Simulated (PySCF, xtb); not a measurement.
Mg(iPr)(OH) (C3H8MgO), SMILES C[CH](C)[Mg][OH]. The values are those of a single conformer.

Harmonic wavenumbers (cm⁻¹) from GFN2-xTB in xtb at its own minimum, in rising order: 19, 72, 167, 210, 237, 264, 365, 374, 398, 444, 721, 933, 944, 957, 986, 1141, 1154, 1184, 1315, 1401, 1416, 1481, 1484, 1493, 1502, 2912, 2921, 2939, 2981, 2987, 2992, 3002, 3744.

Problem. What does PBE0-D3(BJ)/def2-SVP in PySCF 2.14.0 give at its own minimum? (The exact figures need the calculation; the answer reports its results.)

Solution. 78, 94, 143, 149, 223, 233, 255, 270, 361, 459, 817, 903, 910, 951, 985, 1112, 1164, 1191, 1322, 1382, 1396, 1451, 1467, 1473, 1481, 2996, 2997, 3022, 3076, 3077, 3113, 3114, 4097. Paired by order, the mean absolute difference is 56 cm⁻¹ and the zero-point energies are 64.5 and 65.4 kcal/mol.
